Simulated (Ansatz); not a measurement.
An input meant for the cluster K₃⁻ (charge -1, singlet).

```yaml
crystal:
  periodic: [false, false, false]
  atoms:
    - {symbol: K, position_ang: [3.123461, 2.983532, 0.022289]}
    - {symbol: K, position_ang: [0.000874, 0.000582, 0.000003]}
    - {symbol: K, position_ang: [-3.124345, -2.984114, -0.022291]}
basis:
  gaussian: {orbitals: def2-SVPD, final_grid: {core_spheres: 1, valence_spheres: 1, degree: 1}}
total_charge: -1
hamiltonian: {xc: {name: PBE}}
output: {forces: true}
```

```sh
$ ansatz run in.yaml --threads 4 --pin off --events-out ev --progress --plain --max-ram 3916MiB
```

It prints (some lines left out):

```
Functional definition: PBE
894 factors; their error is unknown
mean field evaluation 1: about -48950.7793 eV, gradient 1.3e0 eV
mean field evaluation 2: about -48950.7600 eV, gradient 1.7e0 eV
mean field evaluation 4: about -48950.8121 eV, gradient 3.6e-2 eV
mean field evaluation 8: about -48950.6273 eV, gradient 1.7e0 eV
mean field evaluation 16: about -48963.3067 eV, gradient 1.4e1 eV
mean field evaluation 32: about -48978.6544 eV, gradient 2.4e-5 eV
mean field -48978.65442274 eV, -1799.9323511114 hartree, gradient 2.4e-5 eV, S^2 0.000000; 2 other end points of the search recorded, 0 dependent functions left out
reference -48978.65462825 eV, -1799.9323586638 hartree; 29, 29 occupied and 52, 52 virtual orbitals, 894 factors
Total energy: -48978.65462825 eV, -1799.9323586638 hartree
Atom 0 at     3.123461     2.983532     0.022289 Å, force    -1.269526    -1.213710    -0.009074 eV/Å
Atom 1 at     0.000874     0.000582     0.000003 Å, force     0.015203     0.016741     0.000140 eV/Å
Atom 2 at    -3.124345    -2.984114    -0.022291 Å, force     1.254323     1.196969     0.008934 eV/Å
Dipole moment:     0.001276     0.001125     0.000008 e Å
```

(1) Something in this input is off. What?

## Answers

(1) The integration grid is far too coarse. Self-consistency was reached. The result belongs to that input, not to the species as meant. The restricted singlet is unstable towards broken spin symmetry at other levels; at RKS PBE/def2-SVPD this wasn't settled.
